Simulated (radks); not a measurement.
All-electron atom: Se III in [Ar] 3d10 4s2 4p2. All-electron calculation, Dirac Kohn-Sham, BP86, spin-unpolarised, spherical densities, finite nucleus; open shells fill j = l - 1/2 first; Fermi nuclear charge, rms radius 4.14 fm. Program: a radial shooting solver on a logarithmic mesh with Libxc functionals. Some entries of the table are withheld. Estimate them.

| orbital | occ. | eigenvalue (eV) | r(max) (bohr) |
|---|---|---|---|
| 1s1/2 | 2 | -12527.15 | (1) |
| 2s1/2 | 2 | -1629.669 | (2) |
| 2p1/2 | 2 | -1464.351 | 0.1296 |
| 2p3/2 | 4 | -1422.565 | 0.1327 |
| 3s1/2 | 2 | -236.0615 | 0.5022 |
| 3p1/2 | 2 | (3) | (4) |
| 3p3/2 | 4 | (5) | (6) |
| 3d3/2 | 4 | -76.2617 | 0.4508 |
| 3d5/2 | 6 | -75.3638 | 0.4535 |
| 4s1/2 | 2 | -37.6835 | 1.472 |
| 4p1/2 | 2 | -25.8622 | 1.675 |
| 4p3/2 | 0 | -25.3455 | 1.703 |

Answer. 
(1) 1s1/2 r(max) (bohr): 0.02879
(2) 2s1/2 r(max) (bohr): 0.1645
(3) 3p1/2 eigenvalue (eV): -179.5409
(4) 3p1/2 r(max) (bohr): 0.4945
(5) 3p3/2 eigenvalue (eV): -173.6590
(6) 3p3/2 r(max) (bohr): 0.5031
